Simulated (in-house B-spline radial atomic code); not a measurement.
Settings and results of a run for Br6+ (with a hole in an inner shell). Level of theory: Dirac-Hartree-Fock, average of the jj configuration, Fermi nucleus of rms radius 4.1629 fm; calculated with a B-spline radial code for spherical atoms.

In the input, a minus or plus after the letter marks the j = l - 1/2 or j = l + 1/2 subshell.

Command:
```bash
python run_scf.py task.json out
```
Settings (nuclear radius in fm, mass in u):
```
Z                35
configuration    1s2 2s2 2p-2 2p+3 3s2 3p6 3d10 4s2
hamiltonian      dirac
method           hf
spin_polarised   False
nucleus          fermi
rms_radius       4.1629
atomic_mass      78.91834
speed_of_light   137.035999084
```

Output (hartree, bohr):
```
 radial grid: 67 intervals, B-splines of order 8, outer radius 15.5224 bohr

 iter        energy (Eh)    residual
    1      -2515.1993058    9.93e-01
    2      -2532.1945536    8.56e-01
    3      -2538.0798107    2.23e-01
    4      -2538.5642417    5.39e-02
    5      -2538.5919814    2.89e-02
    6      -2538.6006936    1.52e-03
    7      -2538.6007140    3.06e-04
    8      -2538.6007150    1.56e-05
    9      -2538.6007150    3.56e-07
   10      -2538.6007150    1.86e-08

 total energy                    -2538.600715
 kinetic                           2606.11329
 electron-nucleus                 -6021.46644
 electron-electron                  876.75243

 first-order corrections (not in the total)
   Gaunt                            1.34954
   retardation                     -0.12366
   frequency dependence            -0.00501
   self-energy                      0.95979
   Uehling                         -0.09733
   Wichmann-Kroll                   0.00104
   recoil                           0.01322

 orbital      occ     eigenvalue          <r>       <r^2>       <1/r>     <1/r^3>     <1/r^2>       r_max    small
 1s1/2      2.000     -506.15931    0.0426915  0.00245372     35.6848           -     2646.67     0.02791  1.61e-02
 2s1/2      2.000      -72.64570     0.187175   0.0413568     8.05322           -     280.582       0.158  3.26e-03
 2p1/2      2.000      -66.34224     0.160849   0.0317182     7.99845           -     90.8633      0.1243  3.24e-03
 2p3/2      3.000      -64.60435     0.166034    0.033864     7.70065     1314.33     80.9853      0.1277  3.13e-03
 3s1/2      2.000      -14.25600     0.535053    0.328346     2.68377           -     47.6789      0.4746  8.13e-04
 3p1/2      2.000      -11.80580     0.537372    0.336958     2.57054           -     15.0888      0.4645  7.62e-04
 3p3/2      4.000      -11.48859     0.546407    0.349136     2.54216     212.704      14.184      0.4744  7.68e-04
 3d3/2      4.000       -7.23776     0.541471    0.356278     2.30492     27.6441     6.85775      0.4105  6.45e-04
 3d5/2      6.000       -7.15611     0.546936    0.363333     2.27981     26.4465     6.69421      0.4146  6.35e-04
 4s1/2      2.000       -3.88753      1.40231     2.20302    0.945903           -     7.29443       1.275  1.64e-04
```

Time taken, with all properties: 0.94 s on 1 thread of Intel(R) Xeon(R) Platinum 8488C, with other jobs on the host.

For the Dirac Hamiltonian the kinetic term is c α·p + (β - 1)c².
